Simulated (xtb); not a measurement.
Be(NMe2)(SeH) (C₂H₇BeNSe), SMILES C[N]([Be][SeH])C. All values are semi-empirical tight-binding results from xtb (GFN2-xTB unless named), good for trends rather than for accurate numbers. Geometry: GFN2-xTB. The structure was generated by enumeration; whether it is a known compound was not checked. Other conformers were not sampled.

For metal compounds this method's bond lengths and energies can be far off.

Problem. Estimate the properties. (An estimate is asked for; the answer gives what the named calculation found.)

Solution. 
* **point group as xtb finds it**: Cs
* **orbital gap**: 4.43 eV
* **zero-point energy**: 55.7 kcal/mol
* **G − E(el) at 298.15 K (modified RRHO)**: 34.8 kcal/mol
